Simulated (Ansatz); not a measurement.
A nudged elastic band was laid between two geometries of BrH + Cl4Si (7 atoms, charge 0, multiplicity 1).

Level of theory: Ansatz, RKS PBE-D4/def2-SVP.

| Item | Value |
| --- | --- |
| movable images | 5 |
| climbing image | yes |
| spring | 50.0 eV/Å² |
| optimiser | quadratic models (default) |
| start path | through a guess of the saddle point |
| force threshold | 0.05 eV/Å |
| iteration limit | 60 |
| end points | relaxed |

First end point:

```xyz
7
Properties=species:S:1:pos:R:3
Si 0.354 0.000 -0.099
Cl 0.363 0.000 1.970
Cl 2.296 0.000 -0.754
Cl -0.605 1.680 -0.763
Cl -0.605 -1.680 -0.763
Br -3.514 0.000 1.559
H -2.180 0.000 2.099
```

Last end point:

```xyz
7
Properties=species:S:1:pos:R:3
Si -0.615 0.000 -0.713
Cl 0.083 0.000 3.854
Cl 1.157 0.000 0.313
Cl -0.744 1.676 -1.887
Cl -0.744 -1.676 -1.887
Br -2.305 0.000 0.740
H -0.722 0.000 2.830
```

Task: What changes between the two ends?

Result: Bonds broken: Si1–Cl2, Br6–H7. Bonds formed: Si1–Br6, Cl2–H7. BrH + Cl4Si becomes BrCl3Si + ClH.

Task: Give the energies along the band, and the barrier.

Result: The forces met the threshold. The highest image is number 3 of 0 to 6, 1.45 eV above the first end and 1.32 eV above the last; the last end lies 0.13 eV above the first. Another band between the same ends (5 images) ends at a top of the same energy, where a vibrational analysis finds 1 clearly imaginary mode. The orbitals stay closed-shell, which can raise the energy where a bond breaks towards radicals; this wasn't checked here.

```json
{"image": "0", "path coordinate (Å)": "0.00", "energy (eV)": "0.00", "Si1–Cl2 (Å)": "2.07", "Br6–H7 (Å)": "1.44", "Si1–Br6 (Å)": "4.21"}
{"image": "1", "path coordinate (Å)": "0.64", "energy (eV)": "0.16", "Si1–Cl2 (Å)": "2.09", "Br6–H7 (Å)": "1.45", "Si1–Br6 (Å)": "3.59"}
{"image": "2", "path coordinate (Å)": "1.27", "energy (eV)": "0.87", "Si1–Cl2 (Å)": "2.20", "Br6–H7 (Å)": "1.51", "Si1–Br6 (Å)": "2.98"}
{"image": "3", "path coordinate (Å)": "1.91", "energy (eV)": "1.45", "Si1–Cl2 (Å)": "2.52", "Br6–H7 (Å)": "1.83", "Si1–Br6 (Å)": "2.53"}
{"image": "4", "path coordinate (Å)": "2.70", "energy (eV)": "0.93", "Si1–Cl2 (Å)": "3.24", "Br6–H7 (Å)": "2.12", "Si1–Br6 (Å)": "2.32"}
{"image": "5", "path coordinate (Å)": "3.48", "energy (eV)": "0.31", "Si1–Cl2 (Å)": "3.92", "Br6–H7 (Å)": "2.28", "Si1–Br6 (Å)": "2.25"}
{"image": "6", "path coordinate (Å)": "4.27", "energy (eV)": "0.13", "Si1–Cl2 (Å)": "4.62", "Br6–H7 (Å)": "2.62", "Si1–Br6 (Å)": "2.23"}
```

Task: What is the geometry of the highest image?

Result: 
```xyz
7
Properties=species:S:1:pos:R:3
Si -0.337 0.000 -0.086
Cl 0.152 0.000 2.382
Cl 1.749 0.000 -0.263
Cl -0.775 1.768 -1.067
Cl -0.775 -1.768 -1.067
Br -2.608 0.000 1.033
H -1.297 0.000 2.317
```

The run took 43 s on 4 threads of Intel(R) Xeon(R) 6975P-C (Granite Rapids), with other jobs on the host, peak memory 0.23 GiB.
